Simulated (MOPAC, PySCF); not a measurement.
C2H12Ge3, SMILES `[CH3][GeH2][GeH2][GeH2][CH3]` (C–Ge–Ge–Ge torsion 180°, Ge–Ge–Ge–C torsion 180°), neutral singlet in the gas phase. 

Cartesian coordinates (Å):
SMILES: [CH3][GeH2][GeH2][GeH2][CH3]
```xyz
17

C      3.0644     0.3038     0.2954
Ge     1.6549    -0.9100    -0.3175
Ge    -0.2020    -0.9872     1.2406
Ge    -1.9724    -2.4739     0.5080
C     -3.4521    -2.5249     1.7899
H      3.4527    -0.0252     1.2697
H      2.6678     1.3234     0.4025
H      3.8932     0.3214    -0.4272
H      2.2280    -2.3341    -0.4849
H      1.1335    -0.4507    -1.6966
H      0.3103    -1.4453     2.6255
H     -0.7736     0.4372     1.4265
H     -1.3916    -3.8929     0.3242
H     -2.4888    -1.9983    -0.8675
H     -4.2404    -3.2048     1.4355
H     -3.0955    -2.8774     2.7682
H     -3.8822    -1.5209     1.9147
```
Charge 0, multiplicity 1.

All levels are single points at this geometry (PBE0-D3(BJ)/def2-SVP); Pople sets use spherical d functions. Orbital energies aren't observables, and empty levels follow the basis.

```tsv
level	HOMO (eV)	LUMO (eV)	gap (eV)	dipole (D)	vertical IE, Delta-SCF (eV)
PBE-D3(BJ)/def2-TZVP in PySCF	-6.35	-0.56	5.80	0.59	8.77
PBE0-D4/def2-TZVP in PySCF	-7.37	0.24	7.62	0.58	9.04
TPSSh-D3(BJ)/def2-TZVP in PySCF	-6.84	-0.08	6.75	0.59	8.90
B3LYP/6-311+G** (LANL2DZ on Ge) in PySCF	-7.34	-0.17	7.18	0.44	–
BP86/6-31G* in PySCF	-6.25	-0.39	5.87	0.68	–
M06-2X/6-31G* in PySCF	-8.21	1.10	9.31	0.55	–
SVWN5/6-31G* in PySCF	-6.25	-0.51	5.75	0.68	8.78
HF/6-31G* in PySCF	-9.57	3.41	12.98	0.53	8.51
PM3 in MOPAC	-10.54	-2.60	7.93	0.30	–
```
